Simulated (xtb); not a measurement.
C₄H₅, charge -1, singlet, geometry from GFN2-xTB; GFN0-xTB in xtb.

xtb was given this input:
```
$ xtb mol.xyz --gfn 0 --chrg -1 --opt --json

# file mol.xyz
9

C     -0.01348128     1.18155902     0.44895058
C      0.00640291    -1.09047136     0.32460397
C      0.75400431     0.06221722    -0.26521490
C     -0.75049844     0.04972316    -0.27751056
H     -0.01520664     2.09591209    -0.26903994
H     -0.00145211    -1.21255464     1.40980063
H      0.01870869    -2.05397794    -0.20208349
H      1.39180994    -0.01229614    -1.15053042
H     -1.37242485    -0.03525157    -1.17312134
```

Q: Write the output that xtb gives for this input, abridged.

A: 
```
   ID    Z sym.   atoms
    1    6 C      1-4
    2    1 H      5-9

           -------------------------------------------------
          |                Calculation Setup                |
           -------------------------------------------------

           -------------------------------------------------
          |                 G F N 0 - x T B                 |
           -------------------------------------------------

          ...................................................
          :                      SETUP                      :
          :.................................................:
          :  # basis functions                  26          :
          :  # atomic orbitals                  26          :
          :  # shells                           18          :
          :  # electrons                        22          :
          :  electronic temp.          300.0000000     K    :
          :  accuracy                    1.0000000          :
          :  -> integral cutoff          0.2500000E+02      :
          :  -> integral neglect         0.1000000E-07      :
          ...................................................

         :::::::::::::::::::::::::::::::::::::::::::::::::::::
         ::                     SUMMARY                     ::
         :::::::::::::::::::::::::::::::::::::::::::::::::::::
         :: total energy             -12.490611339960 Eh    ::
         :: gradient norm              0.047122522401 Eh/a0 ::
         :: HOMO-LUMO gap              5.101295878750 eV    ::
         ::.................................................::
         :: H0 energy                -11.541646976911 Eh    ::
         :: repulsion energy           0.155627339113 Eh    ::
         :: electrostat energy        -1.102319959703 Eh    ::
         :: -> Gsolv                   0.000000000000 Eh    ::
         ::    -> Gsasa                0.000000000000 Eh    ::
         ::    -> Gshift               0.000000000000 Eh    ::
         :: dispersion energy         -0.002271742459 Eh    ::
         :: short-range corr.          0.000000000000 Eh    ::
         :: add. restraining           0.000000000000 Eh    ::
         :: total charge              -1.000000000000 e     ::
         :::::::::::::::::::::::::::::::::::::::::::::::::::::

      -----------------------------------------------------------
     |                   =====================                   |
     |                        A N C O P T                        |
     |                   =====================                   |
     |               Approximate Normal Coordinate               |
     |                Rational Function Optimizer                |
      -----------------------------------------------------------
      -----------------------------------------------------------
     |                   =====================                   |
     |                        A N C O P T                        |
     |                   =====================                   |
     |               Approximate Normal Coordinate               |
     |                Rational Function Optimizer                |
      -----------------------------------------------------------

          ...................................................
          :                      SETUP                      :
          :.................................................:
          :   optimization level            normal          :
          :   max. optcycles                   200          :
          :   ANC micro-cycles                  20          :
          :   degrees of freedom                21          :
          :.................................................:
          :   RF solver                   davidson          :
          :   write xtbopt.log                true          :
          :   linear?                        false          :
          :   energy convergence         0.5000000E-05 Eh   :
          :   grad. convergence          0.1000000E-02 Eh/α :
          :   maxmium RF displ.          1.0000000          :
          :   Hlow (freq-cutoff)         0.1000000E-01      :
          :   Hmax (freq-cutoff)         5.0000000          :
          :   S6 in model hess.         20.0000000          :
          ...................................................

generating ANC from exact Hessian ...
Using Lindh-Hessian (1995)
 Shifting diagonal of input Hessian by    0.0000000000000000
 Lowest  eigenvalues of input Hessian
    0.000000    0.000000    0.000000    0.000000    0.000000    0.000000
    0.025159    0.027325    0.039864    0.050777    0.052231    0.060655
    0.090521    0.157818    0.195510    0.200768    0.241375    0.380021
 Highest eigenvalues
    0.896625    0.899081    1.175250    1.269418    1.436830    1.785539

........................................................................
.............................. CYCLE    1 ..............................
........................................................................
 * total energy  :   -12.4906113 Eh     change        0.0000000E+00 Eh
   gradient norm :     0.0471225 Eh/α   predicted     0.0000000E+00 (   0.00%)
   displ. norm   :     0.0933706 α      lambda       -0.3072515E-02
   maximum displ.:     0.0415652 α      in ANC's #10, #7, #16, ...

........................................................................
.............................. CYCLE    2 ..............................
........................................................................
 * total energy  :   -12.4927739 Eh     change       -0.2162527E-02 Eh
   gradient norm :     0.0215209 Eh/α   predicted    -0.1549651E-02 ( -28.34%)
   displ. norm   :     0.1101433 α      lambda       -0.1436828E-02
   maximum displ.:     0.0826932 α      in ANC's #6, #16, #10, ...

........................................................................
[...]
 * total energy  :   -12.4935175 Eh     change       -0.7435892E-03 Eh
 * total energy  :   -12.4936655 Eh     change       -0.1480885E-03 Eh
 * total energy  :   -12.4938224 Eh     change       -0.1568576E-03 Eh
 * total energy  :   -12.4938425 Eh     change       -0.2009053E-04 Eh
 * total energy  :   -12.4938515 Eh     change       -0.8998717E-05 Eh
 * total energy  :   -12.4938517 Eh     change       -0.2434915E-06 Eh
   *** GEOMETRY OPTIMIZATION CONVERGED AFTER 8 ITERATIONS ***
[...]
          :  # electrons                        22          :
          :  electronic temp.          300.0000000     K    :
          :  accuracy                    1.0000000          :
          :  -> integral cutoff          0.2500000E+02      :
          :  -> integral neglect         0.1000000E-07      :
          ...................................................

         :::::::::::::::::::::::::::::::::::::::::::::::::::::
         ::                     SUMMARY                     ::
         :::::::::::::::::::::::::::::::::::::::::::::::::::::
         :: total energy             -12.493851735352 Eh    ::
         :: gradient norm              0.000125014795 Eh/a0 ::
         :: HOMO-LUMO gap              5.339243984119 eV    ::
         ::.................................................::
         :: H0 energy                -11.554850961478 Eh    ::
         :: repulsion energy           0.166180298825 Eh    ::
         :: electrostat energy        -1.102915666010 Eh    ::
         :: -> Gsolv                   0.000000000000 Eh    ::
         ::    -> Gsasa                0.000000000000 Eh    ::
         ::    -> Gshift               0.000000000000 Eh    ::
         :: dispersion energy         -0.002265406689 Eh    ::
         :: short-range corr.          0.000000000000 Eh    ::
         :: add. restraining           0.000000000000 Eh    ::
         :: total charge              -1.000000000000 e     ::
         :::::::::::::::::::::::::::::::::::::::::::::::::::::

           -------------------------------------------------
          |                Property Printout                |
           -------------------------------------------------

    * Orbital Energies and Occupations

         #    Occupation            Energy/Eh            Energy/eV
      -------------------------------------------------------------
         1        2.0000           -0.6418955             -17.4669
         2        2.0000           -0.6105185             -16.6131
         3        2.0000           -0.5842580             -15.8985
         4        2.0000           -0.5836120             -15.8809
         5        2.0000           -0.5683037             -15.4643
         6        2.0000           -0.5328378             -14.4993
         7        2.0000           -0.4908953             -13.3579
         8        2.0000           -0.4675875             -12.7237
         9        2.0000           -0.4603576             -12.5270
        10        2.0000           -0.4560073             -12.4086
        11        2.0000           -0.3811523             -10.3717 (HOMO)
        12                         -0.1849387              -5.0324 (LUMO)
        13                         -0.1400796              -3.8118
        14                         -0.1222291              -3.3260
        15                         -0.1167984              -3.1782
        16                         -0.0954819              -2.5982
        17                         -0.0813336              -2.2132
        18                         -0.0615716              -1.6754
        19                          0.0142782               0.3885
        20                          0.0877029               2.3865
        21                          0.1044395               2.8419
        22                          0.1814671               4.9380
       ...                                ...                  ...
        26                          0.4548046              12.3759
      -------------------------------------------------------------
                  HL-Gap            0.1962136 Eh            5.3392 eV
             Fermi-level            0.0000000 Eh            0.0000 eV

     #   Z          covCN         q      C6AA      α(0)
     1   6 C        2.915    -0.416    42.514    10.658
     2   6 C        3.854    -0.236    28.185     7.644
     3   6 C        3.853    -0.023    23.470     6.976
     4   6 C        3.853    -0.023    23.470     6.976
     5   1 H        0.921     0.002     3.026     2.720
     6   1 H        0.924    -0.037     3.779     3.040
     7   1 H        0.924    -0.062     4.409     3.284
     8   1 H        0.926    -0.102     5.630     3.710
     9   1 H        0.926    -0.102     5.630     3.710

 Mol. C6AA /au·bohr⁶  :       1024.432497
 Mol. C8AA /au·bohr⁸  :      23147.657096
 Mol. α(0) /au        :         48.718242

Wiberg/Mayer (AO) data.
largest (>0.10) Wiberg bond orders for each atom

 ---------------------------------------------------------------------------
     #   Z sym  total        # sym  WBO       # sym  WBO       # sym  WBO
 ---------------------------------------------------------------------------
     1   6 C    3.010 --     5 H    1.015     4 C    0.973     3 C    0.973
     2   6 C    3.957 --     4 C    0.987     3 C    0.987     7 H    0.978
                             6 H    0.973
     3   6 C    3.879 --     2 C    0.987     8 H    0.976     1 C    0.973
                             4 C    0.938
     4   6 C    3.879 --     2 C    0.987     9 H    0.976     1 C    0.973
                             3 C    0.938
     5   1 H    1.020 --     1 C    1.015
     6   1 H    0.992 --     2 C    0.973
     7   1 H    0.984 --     2 C    0.978
     8   1 H    0.989 --     3 C    0.976
     9   1 H    0.989 --     4 C    0.976
 ---------------------------------------------------------------------------

Topologies differ in total number of bonds
Writing topology from bond orders to xtbtopo.mol

 dipole moment from electron density (au)
     X       Y       Z
   0.0300  -2.1971  -1.4404  total (Debye):    6.678

optimized geometry written to: xtbopt.xyz

           -------------------------------------------------
          | TOTAL ENERGY              -12.493851735352 Eh   |
          | GRADIENT NORM               0.000125014795 Eh/α |
          | HOMO-LUMO GAP               5.339243984119 eV   |
           -------------------------------------------------

normal termination of xtb
```
